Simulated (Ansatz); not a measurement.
One change: `C=[C](O)[GaH2]` becomes `C=C(O)CO`.

Ansatz, PBE0-D4/def2-TZVP geometries, multiplicity 1. Each molecule was computed in one conformer, which needn't be the lowest.

Scalar relativity is left out up to krypton.

```json
{"property": "HOMO–LUMO gap (B3LYP/def2-TZVPP) / eV", "`C=[C](O)[GaH2]`": "4.53"}
{"property": "HOMO–LUMO gap (PBE0/def2-TZVPP) / eV", "`C=[C](O)[GaH2]`": "5.01"}
{"property": "LUMO energy (ωB97M-V/def2-TZVPP) / eV", "`C=[C](O)[GaH2]`": "-0.14"}
{"property": "HOMO–LUMO gap (ωB97M-V/def2-TZVPP) / eV", "`C=[C](O)[GaH2]`": "8.94"}
{"property": "size of the dipole moment (PBE/def2-TZVPP) / D", "`C=[C](O)[GaH2]`": "0.94"}
{"property": "size of the dipole moment (ωB97M-V/def2-TZVPP) / D", "`C=[C](O)[GaH2]`": "1.19"}
```

(1) What does the change do to each property? (An estimate is asked.)

Results:

(1) Computed: 
| property | `C=C(O)CO` | shift |
| --- | --- | --- |
| HOMO–LUMO gap (B3LYP/def2-TZVPP) / eV | 6.52 | 1.99 |
| HOMO–LUMO gap (PBE0/def2-TZVPP) / eV | 7.05 | 2.04 |
| LUMO energy (ωB97M-V/def2-TZVPP) / eV | 2.01 | 2.15 |
| HOMO–LUMO gap (ωB97M-V/def2-TZVPP) / eV | 10.97 | 2.03 |
| size of the dipole moment (PBE/def2-TZVPP) / D | 1.64 | 0.70 |
| size of the dipole moment (ωB97M-V/def2-TZVPP) / D | 1.73 | 0.54 |

With PBE0 the HOMO rises by 0.17 eV and the LUMO rises by 2.21 eV, so the gap widens by about 2.04 eV. PBE moves the HOMO by 0.24 eV and ωB97M-V by 0.12 eV. Dipoles are sizes alone; their direction can turn.

B3LYP here is the variant with VWN-RPA as its local correlation; programs differ in this.
